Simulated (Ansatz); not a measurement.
# Worked example: C2HF + GaH2(OH) → C2H2O + GaH2F

Species: C2HF `C#CF`, singlet; GaH2(OH), singlet; C2H2O (ethynol) `C#CO`, singlet; GaH2F `[F][GaH2]`, singlet. The partners trade F for OH: C–F and Ga–OH bonds give way to C–OH and Ga–F.

Shapes, held fixed at every level: PBE0-D4/def2-TZVP. Programs: Ansatz 0.2.0. The zero-point and thermal change to 298 K, harmonic and unscaled (PBE0-D4/def2-TZVP), is -0.6 kJ/mol.

At CCSD(T)/def2-TZVPP; 1 Eh = 2625.50 kJ/mol:

```
 species   energy (Eh)
    C2HF   -176.299484
GaH2(OH)  -2000.413314
   C2H2O   -152.307904
   GaH2F  -2024.431262
```

Q: Work out ΔH(298 K) of the reaction at this level.

A: 
1. Products less reactants: (-152.307904) + (-2024.431262) − [(-176.299484) + (-2000.413314)] = -0.026368 Eh = -69.2 kJ/mol.
2. With the thermal change: -69.2 + (-0.6) = -69.8 kJ/mol.

Other levels give -78.4 (BHLYP-D4/def2-TZVPP) to -72.2 kJ/mol (MP2/def2-TZVPP). No measured value is set beside it here. Relativity is left out for Ga unless named. Correlated rows may include outer-core shells of Ga, which these sets cover unevenly.
